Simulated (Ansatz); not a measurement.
Consider the formal exchange of groups at a B–B bond: `BBBr` + `FC1(F)C=C1` → `BC1(F)C=C1` + `FBBr`.

Program: Ansatz. Geometries: PBE0-D4/def2-TZVP. ΔE: electronic, gas phase. CCSD(T)/CBS is the MP2 limit (def2-TZVPP, def2-QZVPP) plus CCSD(T) − MP2 in def2-TZVPP, frozen cores. DFT in def2-TZVPP. For Br outer-core shells are correlated without core-valence functions, which leaves a few kJ/mol of doubt a bond. Scalar relativity is left out up to krypton.

CCSD(T)/CBS gives -2.27 eV.

Question: Another level gave -2.25 eV. Which?
A. SCS-MP2/def2-TZVPP
B. r2SCAN0-D4/def2-TZVPP
C. PBE-D4/def2-TZVPP
D. CCSD(T)/def2-TZVPP

Answer: D. CCSD(T)/def2-TZVPP -2.25, SCS-MP2/def2-TZVPP -2.33, PBE-D4 -2.13, r2SCAN0-D4 -2.18 eV.

Largest T1 diagnostic among the species: 0.012.

In def2-TZVPP, CCSD(T) changes the Hartree–Fock value by −0.09 eV (the triples alone add −0.02 eV) and MP2 by −0.22 eV. Leaving LDA and LC-ωPBE aside and taking each functional with its dispersion term where it has one, the values, not all of them listed here, spread over 0.16 eV, from B2PLYP to HSE06-D4.
